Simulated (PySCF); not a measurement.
SMILES [F][Ge]([F])([SH])[SH] (H2F2GeS2), PBE0/def2-SVP optimised geometry.

```
7

F     -0.86    -1.28     1.34
Ge    -0.16    -0.44     0.00
F     -0.67    -1.41    -1.34
S      2.03    -0.44     0.00
S     -1.00     1.57     0.00
H      2.06    -1.57    -0.74
H     -2.06     1.17     0.73
```

Density from PBE0/def2-TZVP (PySCF) at that geometry.

Minimum of the electron density along straight lines between bonded atoms, close to the bond critical point (lines longer than 1.1 times the sum of covalent radii, or with two minima, are not listed):

```tsv
bond	length / Å	ρ at the minimum / e bohr⁻³	∇²ρ there / e bohr⁻⁵	position (fraction from the first atom)
F1–Ge2	1.729	0.146	0.83	0.52
Ge2–F3	1.730	0.146	0.83	0.48
Ge2–S4	2.185	0.112	0.03	0.44
Ge2–S5	2.185	0.112	0.03	0.44
S4–H6	1.353	0.211	-0.59	0.65
S5–H7	1.353	0.211	-0.59	0.65
```
